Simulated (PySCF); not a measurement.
A structure optimised at B3LYP-D3(BJ)/def2-SVP, used in a PySCF frequency run:

```xyz
10

Nb     0.1888     0.0164     0.0000
S     -1.9742     0.0559     0.0000
O      1.0317     1.7244     0.0000
H      0.7229     2.6382     0.0000
N      0.7837    -0.9337    -1.6283
H      0.1858    -1.4058    -2.3032
H      1.7627    -1.0590    -1.8851
N      0.7837    -0.9337     1.6283
H      0.1858    -1.4058     2.3032
H      1.7627    -1.0590     1.8851
```
Charge 0, spin multiplicity 1.

**Question.** Write its SMILES, formula and point group.

**Answer.** [NH2][Nb]([NH2])([OH])=[S], H₅N₂NbOS, Cs

**Question.** What are its rotational constants (standard atomic weights)?

**Answer.** 2.8486, 1.9844, 1.9325 GHz
